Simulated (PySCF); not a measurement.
**Correlation energy of Cl⁻ (chlorine, charge -1)**

[Ar], closed-shell 1S. Calculation: PySCF 2.14, in aug-cc-pwCVTZ; no relativity, point nucleus. Frozen: 1s2; 16 electrons correlated.

```csv
level,correlation energy (mhartree)
CCSD,-497.32
(T),-12.52
CCSD(T),-509.84
```

Diagnostics: T1 = 0.0045, D1 = 0.0092, largest double amplitude 0.030.

Cost of the coupled-cluster step: roughly 8 core-seconds, for 16 correlated electrons.

Iterations:

```
CC2 = 0
CCSD nocc = 8, nmo = 74
frozen orbitals [0]
max_cycle = 100
direct = 0
conv_tol = 1e-08
conv_tol_normt = 1e-06
diis_space = 8
diis_start_cycle = 0
Init t2, MP2 energy = -460.059643309168  E_corr(MP2) -0.486146976237949
Init E_corr(CCSD) = -0.486146976239609
cycle = 1  E_corr(CCSD) = -0.491975756844872  dE = -0.00582878061  norm(t1,t2) = 0.0265758
cycle = 2  E_corr(CCSD) = -0.496611408780176  dE = -0.00463565194  norm(t1,t2) = 0.00789622
cycle = 3  E_corr(CCSD) = -0.497044876914481  dE = -0.000433468134  norm(t1,t2) = 0.00289929
cycle = 4  E_corr(CCSD) = -0.497338514643093  dE = -0.000293637729  norm(t1,t2) = 0.00101006
cycle = 5  E_corr(CCSD) = -0.497341915524824  dE = -3.40088173e-06  norm(t1,t2) = 0.000329307
cycle = 6  E_corr(CCSD) = -0.497317054087136  dE = 2.48614377e-05  norm(t1,t2) = 6.46409e-05
cycle = 7  E_corr(CCSD) = -0.497318919070525  dE = -1.86498339e-06  norm(t1,t2) = 1.73658e-05
cycle = 8  E_corr(CCSD) = -0.497319289951378  dE = -3.70880853e-07  norm(t1,t2) = 2.4165e-06
cycle = 9  E_corr(CCSD) = -0.497319145567251  dE = 1.44384127e-07  norm(t1,t2) = 9.44008e-07
cycle = 10  E_corr(CCSD) = -0.497319139416668  dE = 6.15058315e-09  norm(t1,t2) = 1.94108e-07
CCSD converged
E(CCSD) = -460.0708154723469  E_corr = -0.4973191394166677
CCSD(T) correction = -0.0125220606840735
```
